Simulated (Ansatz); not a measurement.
Consider the formal hydrolysis of the Si–Cl bond: `[SiH3][SiH2]N[SiH2]Cl` + H₂O → `O[SiH2]N[SiH2][SiH3]` + HCl.

Program: Ansatz. Geometries: PBE0-D4/def2-TZVP. ΔE: electronic, gas phase. CCSD(T)/CBS adds triple-zeta CCSD(T) − MP2 to the extrapolated MP2 energy (def2 sets, frozen cores). This one scheme is used for every species. Functionals use def2-TZVPP. One conformer a species, not always the lowest.

Problem. Is it downhill or uphill in electronic energy at CCSD(T)/CBS, and by how much? (Estimate.)

Solution. The calculation gave: Uphill: ΔE = +1.0 kcal/mol.

Problem. What do these levels give: r2SCAN-D4, PBE0-D4, ωB97M-V, B2PLYP, HF/def2-TZVPP, MP2/def2-TZVPP, SCS-MP2/def2-TZVPP, CCSD(T)/def2-TZVPP, HF/def2-QZVPP, MP2/def2-QZVPP, SCS-MP2/def2-QZVPP, CCSD/CBS(def2)? (Estimate.)

Solution. The calculation gave: r2SCAN-D4 0.7, PBE0-D4 1.9, ωB97M-V 0.5, B2PLYP -0.3, HF/def2-TZVPP -1.0, MP2/def2-TZVPP 0.7, SCS-MP2/def2-TZVPP -0.2, CCSD(T)/def2-TZVPP -0.3, HF/def2-QZVPP -1.1, MP2/def2-QZVPP 1.4, SCS-MP2/def2-QZVPP 0.6, CCSD/CBS(def2) 0.8 kcal/mol.

Largest T1 diagnostic among the species: 0.012.

The D4 term adds +1.0 kcal/mol with B3LYP and +0.6 kcal/mol with PBE0; it sums over pairs of atoms, weighted by their polarisabilities, and B3LYP, whose exchange is more repulsive, gets the larger term.

B3LYP here is the variant with VWN-RPA as its local correlation; programs differ in this.
